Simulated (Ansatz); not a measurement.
`C[N](C)[Ga]([Cl])[Cl]` + `[OH][Au]` → `C[N](C)[Ga]([OH])[Cl]` + `[Cl][Au]`  (redistribution)

Gas-phase electronic energies from Ansatz, PBE0-D4/def2-TZVP geometries. CCSD(T)/CBS adds triple-zeta CCSD(T) − MP2 to the extrapolated MP2 energy (def2 sets, frozen cores). Functionals use def2-TZVPP. def2 core potentials past Kr. For Au, Ga outer-core shells are correlated without core-valence functions, which leaves a few kJ/mol of doubt a bond. Scalar relativity is left out up to krypton. Each species was taken in one conformer, which may not be the lowest.

Task: Is it downhill or uphill in electronic energy at CCSD(T)/CBS, and by how much? (Best estimate.)

Result: Ansatz gave: Downhill: ΔE = -16.5 kcal/mol.

Task: What do these levels give: PBE-D4, r2SCAN-D4, ωB97M-V, B2PLYP, r2SCAN, PBE0, HF/def2-TZVPP, CCSD/def2-TZVPP, MP2/def2-QZVPP, SCS-MP2/def2-QZVPP, HF/CBS(def2), CCSD/CBS(def2)? (An estimate is asked.)

Result: Computed: PBE-D4 -13.0, r2SCAN-D4 -14.1, ωB97M-V -17.7, B2PLYP -15.8, r2SCAN -14.2, PBE0 -16.6, HF/def2-TZVPP -24.6, CCSD/def2-TZVPP -17.7, MP2/def2-QZVPP -15.9, SCS-MP2/def2-QZVPP -16.1, HF/CBS(def2) -24.7, CCSD/CBS(def2) -18.0 kcal/mol.

Largest T1 diagnostic among the species: 0.030, so the coupled-cluster value is less sure than usual.

From PBE to PBE0 (25 % exact exchange), in def2-TZVPP and without D4, ΔE moves by −3.3 kcal/mol. In def2-TZVPP, CCSD(T) changes the Hartree–Fock value by +8.4 kcal/mol (the triples alone add +1.5 kcal/mol) and MP2 by +8.9 kcal/mol.
